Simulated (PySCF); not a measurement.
This PySCF input asks for the NMR shieldings of SMILES CC[C@@H](C)[C@H](C)S(=O)(=O)Cl, C6H13ClO2S; the geometry comes from GFN2-xTB.

```python
import basis_set_exchange as bse
import numpy as np
from pyscf import gto, dft
from pyscf.prop import nmr

atoms = """
C     2.527462    0.639913   -0.035222
C     1.653865   -0.573404   -0.332019
C     0.202184   -0.222125   -0.695462
C    -0.565192   -1.480254   -1.097157
C    -0.501069    0.530542    0.428326
C    -0.845908   -0.230144    1.682665
S    -2.085225    1.109171   -0.263774
O    -3.137575    0.153608   -0.129593
O    -1.897899    1.738850   -1.531296
Cl   -2.530276    2.611082    1.050916
H     2.453603    1.369566   -0.838010
H     2.242787    1.119201    0.897984
H     3.567309    0.334678    0.051928
H     1.663261   -1.249598    0.524665
H     2.079992   -1.114816   -1.178410
H     0.218385    0.458529   -1.554358
H    -0.134864   -1.902095   -2.002381
H    -1.608090   -1.245328   -1.292106
H    -0.513757   -2.235011   -0.315645
H     0.019508    1.461911    0.645866
H    -1.567861   -1.010847    1.458035
H    -1.287614    0.443822    2.413956
H     0.042222   -0.680266    2.121170
"""
names = dict.fromkeys(["C", "S", "O", "Cl", "H"], "pcSseg-1")
basis = {el: gto.basis.parse(bse.get_basis(n, elements=[el], fmt="nwchem")) for el, n in names.items()}
mol = gto.M(atom=atoms, basis=basis, charge=0, verbose=0)
mf = dft.RKS(mol, xc="PBE0")
mf.grids.level = 2
mf.grids.alignment = dft.numint.BLKSIZE   # the property module wants whole blocks of grid points
mf.conv_tol = 1e-9
mf.kernel()

calc = nmr.RKS(mf)   # GIAO
C = mf.mo_coeff
Co = C[:, mf.mo_occ > 0]
resp = mf.gen_response(singlet=True, hermi=2)
def vind(x):   # induced exchange potential for any number of trial vectors
    d = np.einsum("pi,xij,qj->xpq", C, 2 * x.reshape(-1, C.shape[1], Co.shape[1]), Co, optimize=True)
    return np.einsum("xpq,pi,qj->xij", resp(d - d.transpose(0, 2, 1)), C, Co, optimize=True).ravel()
mo1, _ = nmr.rhf.solve_mo1(calc, with_cphf=vind)
sigma = calc.kernel(mo1)
for i, s in enumerate(sigma):   # ppm
    w = np.linalg.eigvalsh((s + s.T) / 2)
    print("%2d %-2s iso %8.1f  s11 %8.1f  s22 %8.1f  s33 %8.1f" % (i, mol.atom_pure_symbol(i), w.mean(), *w))
```

Question: What does it print?

Answer: 
```
 0 C  iso    173.4  s11    160.6  s22    172.3  s33    187.2
 1 C  iso    156.4  s11    139.4  s22    153.3  s33    176.3
 2 C  iso    150.2  s11    140.8  s22    148.1  s33    161.7
 3 C  iso    168.4  s11    154.0  s22    165.1  s33    186.0
 4 C  iso    104.2  s11     64.9  s22     89.9  s33    157.8
 5 C  iso    178.6  s11    171.1  s22    178.5  s33    186.3
 6 S  iso    135.0  s11      6.4  s22    108.7  s33    289.9
 7 O  iso     35.1  s11    -52.7  s22      4.5  s33    153.7
 8 O  iso     44.6  s11    -44.4  s22     39.0  s33    139.3
 9 Cl iso    382.7  s11    -20.2  s22    147.7  s33   1020.5
10 H  iso     30.9  s11     26.4  s22     29.3  s33     37.1
11 H  iso     30.9  s11     25.8  s22     31.0  s33     35.8
12 H  iso     30.5  s11     25.5  s22     27.3  s33     38.7
13 H  iso     30.6  s11     26.8  s22     30.3  s33     34.7
14 H  iso     30.2  s11     24.4  s22     30.0  s33     36.3
15 H  iso     29.4  s11     25.8  s22     29.2  s33     33.2
16 H  iso     30.8  s11     26.2  s22     28.0  s33     38.3
17 H  iso     30.2  s11     23.5  s22     31.4  s33     35.8
18 H  iso     31.0  s11     27.3  s22     29.5  s33     36.1
19 H  iso     28.3  s11     24.7  s22     29.4  s33     30.8
20 H  iso     30.1  s11     26.8  s22     28.6  s33     35.0
21 H  iso     30.0  s11     24.7  s22     29.2  s33     36.2
22 H  iso     30.6  s11     24.9  s22     29.7  s33     37.1
```

These numbers come from an equivalent density-fitted implementation of the same equations, which agrees with the script to about 0.01 ppm for H and up to a few tenths of a ppm for heavy atoms, so last digits may differ.

Question: Turn these shieldings into chemical shifts. Shifts are taken against calculated references (same method and geometry level): 13C (σref 186.93), 1H (σref 31.72) vs TMS; 33S (σref 503.73) vs CS2; H2O for 17O (σref 336.08); 35Cl (σref 949.78) against HCl.

Answer: Averaging equivalent atoms: C 4: 82.7; C 2: 36.7; C 1: 30.6; C 3: 18.6; C 0: 13.6; C 5: 8.3; S 6: 369; O 7: 300.9; O 8: 291.4; Cl 9: 567; H 19: 3.43; H 15: 2.31; H 14: 1.50; H 20/21/22: 1.46; H 13: 1.13; H 16/17/18: 1.03; H 10/11/12: 0.95 ppm. Unscaled 17O shifts of doubly bonded oxygen tend to come out too high, by tens of ppm or more. Experimental scales use liquid or dissolved standards, which lie at an offset from isolated H2O (liquid H2O: subtract about 36 ppm).

Size and cost of the density-fitted run: 249 basis functions, about 3 core-minutes.
